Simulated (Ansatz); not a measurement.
Reaction (atomization): `C=[C](C)[AlH2]` → Al• + 3 C• + 7 H•

Program: Ansatz. Geometries: PBE0-D4/def2-TZVP. ΔE: electronic, gas phase. CCSD(T)/CBS adds triple-zeta CCSD(T) − MP2 to the extrapolated MP2 energy (def2 sets, frozen cores). This one scheme is used for every species, atoms too. Functionals use def2-TZVPP. B3LYP here is the variant with VWN-RPA as its local correlation; programs differ in this. HSE06 is defined as in plane-wave codes. Open shells (•) are unrestricted, without spin–orbit coupling. Spin–orbit coupling would lower the free atoms: a little for Al, C.

```
             level  ΔE (kJ/mol)  difference from CCSD(T)/CBS
       LDA (SPW92)       4517.8                        496.4
            PBE-D4       4074.7                         53.3
         revPBE-D4       3996.9                        -24.5
           BLYP-D4       4005.8                        -15.6
         r2SCAN-D4       4031.5                         10.1
            B97M-V       4057.6                         36.2
           PBE0-D4       4030.5                          9.1
          B3LYP-D4       4028.3                          6.9
        r2SCANh-D4       4015.0                         -6.4
        r2SCAN0-D4       3991.7                        -29.7
          HSE06-D4       4032.9                         11.5
          BHLYP-D4       3944.0                        -77.4
      CAM-B3LYP-D4       4039.5                         18.1
           ωB97X-V       4026.9                          5.5
           ωB97M-V       4031.7                         10.3
            B2PLYP       3985.7                        -35.7
          PBE-QIDH       4005.7                        -15.7
            revPBE       3935.7                        -85.7
              BLYP       3962.9                        -58.5
            r2SCAN       4026.8                          5.4
              PBE0       4014.2                         -7.2
             B3LYP       3997.1                        -24.3
           r2SCANh       4010.0                        -11.4
             HSE06       4017.7                         -3.7
             BHLYP       3920.4                       -101.0
         CAM-B3LYP       4022.9                          1.5
           LC-ωPBE       4006.6                        -14.8
      MP2/def2-SVP       3877.8                       -143.6
  CCSD(T)/def2-SVP       3862.8                       -158.6
     HF/def2-TZVPP       3050.7                       -970.7
    MP2/def2-TZVPP       3966.7                        -54.7
SCS-MP2/def2-TZVPP       3965.0                        -56.4
   CCSD/def2-TZVPP       3884.7                       -136.7
CCSD(T)/def2-TZVPP       3934.2                        -87.2
     HF/def2-QZVPP       3054.9                       -966.5
    MP2/def2-QZVPP       4018.2                         -3.2
SCS-MP2/def2-QZVPP       4023.3                          1.9
      HF/CBS(def2)       3055.7                       -965.7
     MP2/CBS(def2)       4053.9                         32.5
    CCSD/CBS(def2)       3971.8                        -49.6
       CCSD(T)/CBS       4021.4                            0
```

Question: What do rigid-rotor, harmonic-oscillator terms from PBE0-D4/def2-TZVP frequencies (298.15 K, 1 bar) make of the CCSD(T)/CBS value? (An estimate is asked.)

Answer: The calculation gave: ΔZPE = -217.5 kJ/mol, ΔH = +3852.8 kJ/mol, ΔS = 1120 J/(mol·K), ΔG = +3519.0 kJ/mol. Open shells count their whole term as degenerate.

Largest T1 diagnostic among the species: 0.018.

From BLYP to BHLYP (50 % exact exchange), in def2-TZVPP and without D4, ΔE moves by −42.4 kJ/mol: exact exchange takes away binding that semilocal exchange gives to molecules. Leaving LDA and LC-ωPBE aside and taking each functional with its dispersion term where it has one, the values spread over 130.7 kJ/mol, from BHLYP-D4 to PBE-D4. LDA lies +462.6 kJ/mol from PBE without D4, its usual overbinding.

For atomizations the MP2-based limit and the directly extrapolated one differ by several kJ/mol either way, and by 10 to 25 for some Ge, Se and Sn compounds, so smaller differences from it don't rank the levels.
